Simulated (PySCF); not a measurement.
Correlation energy of Hg (mercury, neutral)

[Xe] 4f14 5d9 6s2 7s1, high-spin 3D determinant (an excited configuration). Calculation: PySCF 2.14, in aug-cc-pwCVDZ-PP with ECP60MDF; a scalar-relativistic core potential. Frozen: 5s2 5p6; 12 electrons correlated.

MP2 pair energies summed by pair of shells (mhartree):

| pair | energy | share (%) |
| --- | --- | --- |
| 5d-5d | -232.82 | 64.9 |
| 5d-6s | -97.07 | 27.1 |
| 6s-6s | -19.85 | 5.5 |
| 6s-7s | -4.85 | 1.4 |
| 5d-7s | -4.10 | 1.1 |

Total MP2 correlation energy: -358.70 mhartree.

Same-spin part -124.97 and opposite-spin part -233.74 mhartree; SCS-MP2 scales them by 1/3 and 6/5 to -322.14 mhartree.
